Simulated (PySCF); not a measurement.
Question: What does the GFN2-xTB structure of `SC1=CC=CC=C1` look like in three dimensions?

Answer: 
```
atom  x, y, z in Å
S1     2.828   -0.265    0.175
C2     1.066   -0.139    0.067
C3     0.317   -1.306    0.146
C4    -1.061   -1.243    0.067
C5    -1.697   -0.022   -0.088
C6    -0.947    1.139   -0.165
C7     0.433    1.087   -0.090
H8     3.070    1.040    0.061
H9     0.818   -2.254    0.268
H10   -1.640   -2.152    0.127
H11   -2.774    0.025   -0.147
H12   -1.434    2.095   -0.285
H13    1.015    1.995   -0.153
```

Orientation and origin are arbitrary. Atoms count from 1 in this order. Of the pairs four or more bonds apart, H8···H13 is among the closest relative to their van der Waals radii: 2.28 Å, 95 % of the sum of Bondi's values. The 7 heavy atoms lie in one plane (0.001 Å rms). The 6-membered ring C2–C3–C4–C5–C6–C7 has internal angles of 119.6° to 120.4° (sum 720°, against 720° for a flat polygon); it is planar, 0.00 Å rms from its mean plane, widest ring torsion 0°.

Bonds between heavy atoms (Å): S1–C2 1.770, C2–C3 1.389, C3–C4 1.382, C4–C5 1.385, C5–C6 1.384, C6–C7 1.383, C2–C7 1.388.

Structure optimised with GFN2-xTB, isolated species.

Point group: Cs (every atom within 0.08 Å of its image). Not checked by GFN2-xTB frequencies. One conformer, not necessarily the lowest (H–S1–C2–C3 180°).

These are computed values.
